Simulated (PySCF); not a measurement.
# Se⁺: excitation energy

Se⁺ [Ar] 3d10 4s2 4p3 (4S) → Se⁺ [Ar] 3d10 4s2 4p2 4d1 (high-spin determinant), as a difference of total energies. Computed with PySCF 2.14 in aug-cc-pVDZ-DK (6s5p3d, 36 functions), with the spin-free X2C one-electron Hamiltonian (Gaussian nucleus). Correlated levels: valence: [Ar] 3d10 frozen. The calculations carry no spin-orbit coupling.

```tsv
method	excitation energy (eV)
UHF	14.130
MP2 (valence)	14.111
SCS-MP2 (valence)	14.035
CCSD (valence)	14.035
CCSD(T) (valence)	13.804
CCSDT (valence)	13.759
```

Task: How much does correlation contribute at CCSD(T) (valence)?

Result: 13.804 − (14.130) = -0.326 eV, measured against UHF.

A first-order spin-orbit estimate (lowest level to lowest level, LS coupling) adds -0.187 eV.

The promoted electron is Rydberg-like, and one or two diffuse shells describe it only roughly, which tends to raise the upper state.

The coupled-cluster amplitudes are large for the upper state (T1 above 0.03 or a double amplitude above 0.15), so a single reference is strained.

The determinant of the upper state mixes LS terms, which raises its energy above the lowest term, most at the Hartree-Fock and MP2 levels.
